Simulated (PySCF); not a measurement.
This PySCF input asks for the NMR shieldings of `InChI=1S/C7H13NSi/c1-5-7(2,8-3)6-9-4/h1H,3,6,9H2,2,4H3/t7-/m0/s1`; the geometry comes from GFN2-xTB.

```python
import basis_set_exchange as bse
import numpy as np
from pyscf import gto, dft
from pyscf.prop import nmr

atoms = """
C    -1.352725   -2.660145   -0.122603
C    -1.170708   -1.477770   -0.111451
C    -0.993780   -0.029090   -0.094439
C    -2.308057    0.618304    0.363428
C     0.173778    0.316479    0.837971
Si    1.809674    0.008456   -0.094270
C     3.182657   -0.097308    1.223122
N    -0.519685    0.326993   -1.411093
C    -1.140636    1.042528   -2.223693
H    -1.496624   -3.699408   -0.122109
H    -2.222194    1.703902    0.341114
H    -2.521130    0.305963    1.383073
H    -3.138488    0.308024   -0.269114
H     0.098524   -0.269992    1.752905
H     0.096573    1.367517    1.119220
H     2.113674    1.138989   -0.979410
H     1.755442   -1.255832   -0.827439
H     3.246983    0.810259    1.816922
H     4.149298   -0.247493    0.753659
H     3.020143   -0.924786    1.908060
H    -2.128643    1.483922   -2.072045
H    -0.664486    1.249872   -3.172656
"""
names = dict.fromkeys(["C", "Si", "N", "H"], "pcSseg-1")
basis = {el: gto.basis.parse(bse.get_basis(n, elements=[el], fmt="nwchem")) for el, n in names.items()}
mol = gto.M(atom=atoms, basis=basis, charge=0, verbose=0)
mf = dft.RKS(mol, xc="PBE0")
mf.grids.level = 2
mf.grids.alignment = dft.numint.BLKSIZE   # the property module wants whole blocks of grid points
mf.conv_tol = 1e-9
mf.kernel()

calc = nmr.RKS(mf)   # GIAO
C = mf.mo_coeff
Co = C[:, mf.mo_occ > 0]
resp = mf.gen_response(singlet=True, hermi=2)
def vind(x):   # induced exchange potential for any number of trial vectors
    d = np.einsum("pi,xij,qj->xpq", C, 2 * x.reshape(-1, C.shape[1], Co.shape[1]), Co, optimize=True)
    return np.einsum("xpq,pi,qj->xij", resp(d - d.transpose(0, 2, 1)), C, Co, optimize=True).ravel()
mo1, _ = nmr.rhf.solve_mo1(calc, with_cphf=vind)
sigma = calc.kernel(mo1)
for i, s in enumerate(sigma):   # ppm
    print("%2d %-2s %9.2f" % (i, mol.atom_pure_symbol(i), np.trace(s) / 3))
```

**Question.** What does it print?

**Answer.** 
```
 0 C     110.01
 1 C      93.77
 2 C     128.83
 3 C     158.89
 4 C     153.52
 5 Si    397.51
 6 C     191.22
 7 N    -147.56
 8 C      35.95
 9 H      30.00
10 H      30.71
11 H      29.81
12 H      30.01
13 H      30.23
14 H      30.61
15 H      27.51
16 H      26.86
17 H      31.79
18 H      31.72
19 H      31.75
20 H      24.12
21 H      24.32
```

These numbers come from an equivalent density-fitted implementation of the same equations, which agrees with the script to about 0.01 ppm for H and up to a few tenths of a ppm for heavy atoms, so last digits may differ.

**Question.** Turn these shieldings into chemical shifts. Scale: TMS for ¹³C (σref 186.93) and ²⁹Si (σref 349.16) and ¹H (σref 31.72); NH3 for ¹⁵N (σref 267.73) (reference shieldings calculated alike).

**Answer.** Averaging equivalent atoms: C 8: 151.0; C 1: 93.2; C 0: 76.9; C 2: 58.1; C 4: 33.4; C 3: 28.0; C 6: -4.3; Si 5: -48.4; N 7: 415.3; H 20: 7.60; H 21: 7.40; H 16: 4.85; H 15: 4.21; H 9: 1.71; H 10/11/12: 1.54; H 13: 1.49; H 14: 1.11; H 17/18/19: -0.04 ppm. Experimental scales use liquid or dissolved standards, which lie at an offset from isolated NH3 (liquid NH3: subtract about 20 ppm). Unscaled 15N shifts of sp2 nitrogen come out 20 to 40 ppm too high even then.

Size and cost of the density-fitted run: 225 basis functions, 120 s wall time on 1 thread of an Intel Xeon, shared host; peak memory 1 GiB.
